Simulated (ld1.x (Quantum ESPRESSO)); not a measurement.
# Before and after: RRKJ potential for B (Z = 5)

```
Element                 : boron (B)
Generator               : ld1.x (Quantum ESPRESSO) 7.5
Type                    : norm-conserving RRKJ (Kleinman–Bylander form)
Functional              : LDA (PZ)
Relativity              : scalar-relativistic
Frozen core             : [He]
Valence charge          : 3
Reference configuration : 2s2 2p1
Partial waves           : 2p (bound): rc 3.25 bohr; 3d channel at 0.05 Ry: rc 2.60 bohr; 2s (bound): rc 1.20 bohr
Local potential         : the s channel
Core correction         : a·sin(br)/r model core inside 0.70 bohr
```

Change: all radii but the core radius scaled by about 1.40 (s 1.68, p 4.54, d 3.64 bohr).

Cutoffs: the cutoffs (Ry, on a coarse ladder) from which the occupation-weighted sum of valence levels, in a spherical-Bessel basis at the reference potential, stays within 10 and 1 mRy of its value at 400 Ry; they do not see the model core or the augmentation charge, which bear on the density cutoff. Errors are all-electron minus pseudo energies relative to the spin-unpolarised reference configuration.

**Question.** Predict the effect on cutoff, ghosts and configuration errors.

**Answer.** The potential gets softer (21 Ry and 55 Ry → 18 Ry and 40 Ry); of the 9 tests that both files solve, the error grows in 9 and shrinks in 0 by more than 15 % and 0.3 meV (median size 72.6 → 180.2 meV); neither file shows a bound ghost at the reference potential, the only one tested. A larger radius leaves more room for a smooth pseudo-wave, so fewer plane waves are needed. More of the atom is replaced by a form fitted at one configuration, so other configurations suffer.

```csv
quantity,base,changed
"cutoff, loose",21 Ry,18 Ry
"cutoff, tight",55 Ry,40 Ry
loose cutoff by channel (10 mRy a level),"p 10 Ry, s 18 Ry","p 6 Ry, s 15 Ry"
bound ghosts,none,none
"error for 2s2 2p0, meV [ΔE 8.33 eV]",+154,+469
"error for 2s1 2p0, meV [ΔE 33.63 eV]",+453,+1300
"error for 2s2 2p0.5, meV [ΔE 2.94 eV]",+23,+81
"error for 2s2 2p1.3, meV [ΔE -0.77 eV]",+2.4,+11
"error for 2s1 2p2, meV [ΔE 5.69 eV]",-28,-127
"error for 2s1 2p1, meV [ΔE 14.28 eV]",-73,-180
"error for 2s0 2p3, meV [ΔE 11.40 eV]",-109,-511
"error for 2s2 2p1 (spin-polarised), meV [ΔE -0.23 eV]",+2.5,-11
"error for 2s1 2p0 (spin-polarised), meV [ΔE 32.90 eV]",+450,+1283
```

Changed file: These tests converged, but a pseudo level misses the all-electron one widely, so the file describes the atom poorly there or has found another state: 2s1 2p0: empty 2p by 2.9 eV.
